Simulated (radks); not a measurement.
The numbers below are computed, except where a source is named.
Problem. The tellurium anion Te2-, [Xe], held by a Watson sphere: a shell of charge +2 at radius R that stands for the Madelung well of a crystal (potential energy -2/R inside, -2/r outside, in hartree with lengths in bohr). Level of theory: scalar-relativistic Kohn-Sham, r2SCAN, spin-unpolarised, spherical densities, finite nucleus; meta-GGA in the generalised Kohn-Sham scheme; Fermi nuclear charge, rms radius of each element as measured or else 0.836 A^(1/3) + 0.57 fm (a radial shooting solver on a logarithmic mesh with Libxc functionals).

R (bohr)  e(4d) (eV)  e(5s) (eV)  e(5p) (eV)  <r> 5p (bohr)  sum of <r^2> (bohr^2)  X-ray form factor at sin(theta)/lambda = 0.2 1/angstrom
2.85         -41.259     -15.962      -7.095          2.706                  80.31                                                   41.578
3.33         -40.656     -14.974      -6.371          2.822                  85.33                                                   41.511
3.79         -40.171     -14.172      -5.688          2.920                  89.88                                                   41.490
4.31         -39.665     -13.409      -4.972          3.018                  94.66                                                   41.493
5.24         -38.848     -12.330      -3.878          3.162                  102.5                                                   41.518
5.73         -38.469     -11.874      -3.397          3.225                  106.3                                                   41.529
5.81         -38.411     -11.806      -3.325          3.235                  106.9                                                   41.531
5.86         -38.375     -11.764      -3.280          3.241                  107.3                                                   41.532

Estimate the row for R = 5.26 bohr.

Solution. e(4d) (eV) -38.832; e(5s) (eV) -12.310; e(5p) (eV) -3.858; <r> 5p (bohr) 3.165; sum of <r^2> (bohr^2) 102.6; X-ray form factor at sin(theta)/lambda = 0.2 1/angstrom 41.518.
